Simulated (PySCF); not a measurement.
# A small calculation by hand: refractive index and permittivity of the vapour

H3InS2, SMILES [InH]([SH])[SH].

The structure is a stationary point at B3LYP-D3(BJ)/def2-SVP. The def2 effective core potentials stand for the cores of In; spin–orbit coupling is left out. One conformer was computed; it need not be the lowest.

M06-2X/def2-TZVPD run with PySCF gives a mean static polarisability of 85.6 bohr³ and a dipole moment of 2.65 D. Take an ideal gas at 298.15 K and 0.01 bar, whether or not the substance is that volatile.

Work out n − 1 in the optical limit and the static ε − 1.


Polarisability volume α' = 85.6 × 0.148185 = 12.68 Å³. Number density N = p/kT = 2.43e-7 Å⁻³.
Dilute limit of Lorentz–Lorenz: n − 1 = 2π N α' = 1.9e-5.
Orientation term of Debye: μ²/(3kT) = 8.098 Å³ × μ²(D²) = 56.87 Å³.
ε − 1 = 4π N (α' + μ²/3kT) = 0.00021. Orientation of the dipole supplies 82 % of the static response; it can't follow optical fields. Vibrational polarisation and dispersion are left out.
